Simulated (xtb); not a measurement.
triflic acid (CHF$_{3}$O$_{3}$S), singlet, from a rough starting geometry; GFN2-xTB in xtb 6.7.1.

xtb was given this input:
```
$ xtb mol.xyz --gfn 2 --opt vtight --json

# file mol.xyz
9

O      1.33989071    -0.30307579    -0.96666648
S      0.69046428     0.42132935     0.22408019
O      1.19627023    -0.19617529     1.45142793
O      0.76248506     1.78779593     0.00726375
C     -1.15782953    -0.05319396     0.00749655
F     -1.86540770     0.43343588     0.93890398
F     -1.60795194     0.33094576    -1.12984691
F     -1.19150084    -1.39178654     0.05111000
H      1.76424299    -1.18698590    -0.73018193
```

Q: What does xtb print? Leave out banner, timings and long lists.

A: 
```
   ID    Z sym.   atoms
    1    8 O      1, 3, 4
    2   16 S      2
    3    6 C      5
    4    9 F      6-8
    5    1 H      9

           -------------------------------------------------
          |                Calculation Setup                |
           -------------------------------------------------

           -------------------------------------------------
          |                 G F N 2 - x T B                 |
           -------------------------------------------------

          ...................................................
          :                      SETUP                      :
          :.................................................:
          :  # basis functions                  39          :
          :  # atomic orbitals                  38          :
          :  # shells                           18          :
          :  # electrons                        50          :
          :  max. iterations                   250          :
          :  Hamiltonian                  GFN2-xTB          :
          :  restarted?                      false          :
          :  GBSA solvation                  false          :
          :  PC potential                    false          :
          :  electronic temp.          300.0000000     K    :
          :  accuracy                    1.0000000          :
          :  -> integral cutoff          0.2500000E+02      :
          :  -> integral neglect         0.1000000E-07      :
          :  -> SCF convergence          0.1000000E-05 Eh   :
          :  -> wf. convergence          0.1000000E-03 e    :
          :  Broyden damping             0.4000000          :
          :  net charge                          0          :
          :  unpaired electrons                  0          :
          ...................................................

 iter      E             dE          RMSdq      gap      omega  full diag
   1    -32.3144432 -0.323144E+02  0.815E+00    7.42       0.0  T
   2    -32.3782104 -0.637672E-01  0.524E+00    7.00       1.0  T
   3    -32.3838275 -0.561709E-02  0.237E+00    7.11       1.0  T
   4    -32.3892585 -0.543098E-02  0.635E-01    7.04       1.0  T
   5    -32.3895846 -0.326059E-03  0.347E-01    7.04       1.0  T
   6    -32.3897358 -0.151257E-03  0.117E-01    7.03       1.0  T
   7    -32.3897581 -0.222883E-04  0.324E-02    7.02       1.0  T
   8    -32.3897595 -0.144078E-05  0.107E-02    7.02       3.1  T
   9    -32.3897597 -0.167926E-06  0.290E-03    7.02      11.5  T
  10    -32.3897597 -0.668911E-08  0.995E-04    7.02      33.5  T
  11    -32.3897597 -0.134307E-08  0.247E-04    7.02     135.1  T

   *** convergence criteria satisfied after 11 iterations ***

         :::::::::::::::::::::::::::::::::::::::::::::::::::::
         ::                     SUMMARY                     ::
         :::::::::::::::::::::::::::::::::::::::::::::::::::::
         :: total energy             -32.265645007728 Eh    ::
         :: gradient norm              0.134668812796 Eh/a0 ::
         :: HOMO-LUMO gap              7.022896035924 eV    ::
         ::.................................................::
         :: SCC energy               -32.389756001335 Eh    ::
         :: -> isotropic ES            0.095652549103 Eh    ::
         :: -> anisotropic ES          0.000830557409 Eh    ::
         :: -> anisotropic XC         -0.026955340198 Eh    ::
         :: -> dispersion             -0.006893809344 Eh    ::
         :: repulsion energy           0.124110993607 Eh    ::
         :: add. restraining           0.000000000000 Eh    ::
         :: total charge              -0.000000000000 e     ::
         :::::::::::::::::::::::::::::::::::::::::::::::::::::

      -----------------------------------------------------------
     |                   =====================                   |
     |                        A N C O P T                        |
[...]
 * total energy  :   -32.2760174 Eh     change       -0.1716350E-03 Eh
 * total energy  :   -32.2760750 Eh     change       -0.5755586E-04 Eh
 * total energy  :   -32.2760892 Eh     change       -0.1419251E-04 Eh
 * total energy  :   -32.2760980 Eh     change       -0.8872744E-05 Eh
 * total energy  :   -32.2761016 Eh     change       -0.3548355E-05 Eh
 * total energy  :   -32.2761043 Eh     change       -0.2725640E-05 Eh
 * total energy  :   -32.2761074 Eh     change       -0.3135285E-05 Eh
 * total energy  :   -32.2761089 Eh     change       -0.1491224E-05 Eh
 * total energy  :   -32.2761100 Eh     change       -0.1041846E-05 Eh
 * total energy  :   -32.2761103 Eh     change       -0.3344661E-06 Eh
 * total energy  :   -32.2761104 Eh     change       -0.1180058E-06 Eh
 * total energy  :   -32.2761105 Eh     change       -0.3693496E-07 Eh
   *** GEOMETRY OPTIMIZATION CONVERGED AFTER 15 ITERATIONS ***
         :: total energy             -32.276110472262 Eh    ::
[...]
        22        2.0000           -0.5211948             -14.1824
        23        2.0000           -0.5183529             -14.1051
        24        2.0000           -0.5036287             -13.7044
        25        2.0000           -0.4855442             -13.2123 (HOMO)
        26                         -0.2080673              -5.6618 (LUMO)
        27                         -0.1466374              -3.9902
        28                         -0.1230558              -3.3485
        29                         -0.0805011              -2.1905
        30                          0.0343832               0.9356
        31                          0.0502407               1.3671
        32                          0.0709907               1.9318
        33                          0.1264239               3.4402
        34                          0.1535807               4.1791
        35                          0.2004771               5.4553
        36                          0.4617695              12.5654
       ...                                ...                  ...
        38                          1.2505232              34.0285
      -------------------------------------------------------------
                  HL-Gap            0.2774768 Eh            7.5505 eV
             Fermi-level           -0.3468058 Eh           -9.4371 eV

     #   Z          covCN         q      C6AA      α(0)
     1   8 O        1.664    -0.514    23.192     6.501
     2  16 S        3.613     1.347    97.263    16.599
     3   8 O        0.860    -0.561    25.175     6.727
     4   8 O        0.860    -0.524    24.322     6.612
     5   6 C        3.316     0.373    19.169     6.978
     6   9 F        0.803    -0.161    10.844     3.890
     7   9 F        0.806    -0.161    10.842     3.890
     8   9 F        0.814    -0.176    10.987     3.916
     9   1 H        0.822     0.378     0.525     1.137

 Mol. C6AA /au·bohr⁶  :       1544.109220
 Mol. C8AA /au·bohr⁸  :      40224.490896
 Mol. α(0) /au        :         56.249631

Wiberg/Mayer (AO) data.
largest (>0.10) Wiberg bond orders for each atom

 ---------------------------------------------------------------------------
     #   Z sym  total        # sym  WBO       # sym  WBO       # sym  WBO
 ---------------------------------------------------------------------------
     1   8 O    2.076 --     2 S    1.023     9 H    0.836
     2  16 S    5.016 --     4 O    1.654     3 O    1.606     1 O    1.023
                             5 C    0.649
     3   8 O    1.925 --     2 S    1.606     4 O    0.126
     4   8 O    1.970 --     2 S    1.654     3 O    0.126
     5   6 C    3.817 --     7 F    0.985     6 F    0.984     8 F    0.970
                             2 S    0.649
     6   9 F    1.125 --     5 C    0.984
     7   9 F    1.125 --     5 C    0.985
     8   9 F    1.107 --     5 C    0.970
     9   1 H    0.857 --     1 O    0.836
 ---------------------------------------------------------------------------

Topologies differ in total number of bonds
Writing topology from bond orders to xtbtopo.mol

molecular dipole:
                 x           y           z       tot (Debye)
 q only:        0.363      -0.851      -0.432
   full:        0.348      -1.072      -0.533       3.170
molecular quadrupole (traceless):
                xx          xy          yy          xz          yz          zz
 q only:        2.435      -4.372      -0.276      -2.731       2.165      -2.160
  q+dip:        4.337      -4.604      -0.871      -2.842       2.336      -3.466
   full:        4.233      -4.882      -0.860      -3.057       2.549      -3.372

optimized geometry written to: xtbopt.xyz

           -------------------------------------------------
          | TOTAL ENERGY              -32.276110472262 Eh   |
          | GRADIENT NORM               0.000078706948 Eh/α |
          | HOMO-LUMO GAP               7.550529238041 eV   |
           -------------------------------------------------
```
